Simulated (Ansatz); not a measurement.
`[CH3][GaH][Cl]` → C• + Cl• + Ga• + 4 H•  (atomization)

Gas-phase electronic energies from Ansatz, PBE0-D4/def2-TZVP geometries. CBS: MP2 limit from def2 TZ/QZ plus the TZ coupled-cluster correction, frozen cores. This one scheme is used for every species, atoms too. DFT in def2-TZVPP. No spin–orbit coupling; open shells (•) take unrestricted orbitals. Spin–orbit coupling would lower the free atoms: a little for C, Cl; clearly for Ga. For Ga outer-core shells are correlated without core-valence functions, so the limit isn't a true one: a few kJ/mol of doubt a bond, and 10 to 20 or more in all where bonds break to atoms. Scalar relativity is left out up to krypton.

| level | ΔE (kJ/mol) |
| --- | --- |
| LDA (SPW92) | 2477.2 |
| revPBE-D4 | 2168.6 |
| B97M-V | 2225.7 |
| B2PLYP | 2178.6 |
| r2SCANh | 2209.9 |
| HF/def2-QZVPP | 1684.6 |
| MP2/def2-QZVPP | 2220.3 |
| SCS-MP2/def2-QZVPP | 2213.3 |

Task: What does CCSD(T)/CBS give? (An estimate is asked.)

Result: Ansatz gave: +2216.5 kJ/mol. The listed levels differ from it by 260.7, -47.9, 9.2, -37.9, -6.6, -531.9, 3.8, -3.2 kJ/mol.

Largest T1 diagnostic among the species: 0.013.

Leaving LDA and LC-ωPBE aside and taking each functional with its dispersion term where it has one, the values, not all of them listed here, spread over 68.6 kJ/mol, from BHLYP-D4 to B97M-V. LDA lies +273.7 kJ/mol from PBE without D4, its usual overbinding. The D4 term adds +19.9 kJ/mol with B3LYP and +10.3 kJ/mol with PBE0; it sums over pairs of atoms, weighted by their polarisabilities, and B3LYP, whose exchange is more repulsive, gets the larger term. In def2-TZVPP, CCSD(T) changes the Hartree–Fock value by +491.4 kJ/mol (the triples alone add +25.9 kJ/mol) and MP2 by +512.6 kJ/mol; breaking electron pairs costs correlation energy, which Hartree–Fock lacks.

B3LYP here is the variant with VWN-RPA as its local correlation; programs differ in this.

For atomizations the MP2-based limit and the directly extrapolated one differ by several kJ/mol either way, and by 10 to 25 for some Ge, Se and Sn compounds, so smaller differences from it don't rank the levels.
